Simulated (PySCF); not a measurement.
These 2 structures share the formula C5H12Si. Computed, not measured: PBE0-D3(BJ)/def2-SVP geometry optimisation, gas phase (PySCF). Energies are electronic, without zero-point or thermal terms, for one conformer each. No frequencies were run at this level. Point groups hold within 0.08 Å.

Question: Rank from lowest to highest electronic energy at this level (kcal/mol).
A. `[CH3:1][CH:2]([CH3:3])[SiH:4]1[CH2:5][CH2:6]1` with C1–C2–Si4–C5 88°
B. `[CH3:1][CH2:2][CH:3]1[CH2:4][SiH2:5][CH2:6]1` with C1–C2–C3–C4 179°, C2–C3–C4–Si5 149°, C3–C4–Si5–C6 -19°, C4–Si5–C6–C3 18°, C2–C3–C6–Si5 -148°

Answer: B (0.0), A (11.5).

As drawn, the lower has a four-membered ring, which the higher lacks; the higher has a three-membered ring, which the lower lacks.

| SMILES | E (Eh) | E rel (kcal/mol) | dipole (D) | point group | A, B, C (MHz) |
| --- | --- | --- | --- | --- | --- |
| CCC1C[SiH2]C1 | -486.64891 | 0.0 | 0.58 | C1 | 6847, 1596, 1397 |
| CC(C)[SiH]1CC1 | -486.63051 | 11.5 | 0.82 | Cs | 5084, 1748, 1482 |

How do the relative energies change in single points at KT3/pcSseg-1 (no added dispersion term) on the same geometries?

```csv
SMILES,PBE0-D3(BJ)/def2-SVP (kcal/mol),KT3/pcSseg-1 (kcal/mol),shift
CCC1C[SiH2]C1,0.0,0.0,0.0
CC(C)[SiH]1CC1,11.5,10.7,-0.8
```

Each column counts from its own lowest isomer. The order is unchanged; the largest shift is 0.8 kcal/mol.
